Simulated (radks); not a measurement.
Results of a calculation; reference values are marked as such.
The nuclear charge of neutral ruthenium is varied continuously with 44 electrons held in [Kr] 4d7 5s1. Code: a radial shooting solver on a logarithmic mesh with Libxc functionals. Model: Dirac Kohn-Sham, BLYP, spin-unpolarised, spherical densities, point nucleus; open shells are shared between the two j in proportion to 2j + 1. By the Hellmann-Feynman theorem dE/dZ = E(electron-nucleus)/Z, the electronic potential at the nucleus.

[
 {"Z": "43.8", "E (hartree)": "-4482.41946", "E(electron-nucleus)/Z (hartree)": "-247.589", "HOMO": "5s1/2", "e(HOMO) (eV)": "-2.930", "<r> HOMO (bohr)": "3.542"},
 {"Z": "44", "E (hartree)": "-4532.09472", "E(electron-nucleus)/Z (hartree)": "-249.163", "HOMO": "5s1/2", "e(HOMO) (eV)": "-4.242", "<r> HOMO (bohr)": "3.390"},
 {"Z": "44.2", "E (hartree)": "-4582.08472", "E(electron-nucleus)/Z (hartree)": "-250.736", "HOMO": "5s1/2", "e(HOMO) (eV)": "-5.655", "<r> HOMO (bohr)": "3.259"},
 {"Z": "44.4", "E (hartree)": "-4632.38913", "E(electron-nucleus)/Z (hartree)": "-252.308", "HOMO": "5s1/2", "e(HOMO) (eV)": "-7.162", "<r> HOMO (bohr)": "3.143"},
 {"Z": "44.6", "E (hartree)": "-4683.00770", "E(electron-nucleus)/Z (hartree)": "-253.878", "HOMO": "5s1/2", "e(HOMO) (eV)": "-8.757", "<r> HOMO (bohr)": "3.039"},
 {"Z": "44.8", "E (hartree)": "-4733.94026", "E(electron-nucleus)/Z (hartree)": "-255.448", "HOMO": "5s1/2", "e(HOMO) (eV)": "-10.434", "<r> HOMO (bohr)": "2.946"},
 {"Z": "45", "E (hartree)": "-4785.18670", "E(electron-nucleus)/Z (hartree)": "-257.017", "HOMO": "5s1/2", "e(HOMO) (eV)": "-12.189", "<r> HOMO (bohr)": "2.861"}
]

The central difference of E at Z = 44 is -249.163 hartree, to compare with the third column; the second derivative is -7.87 hartree.
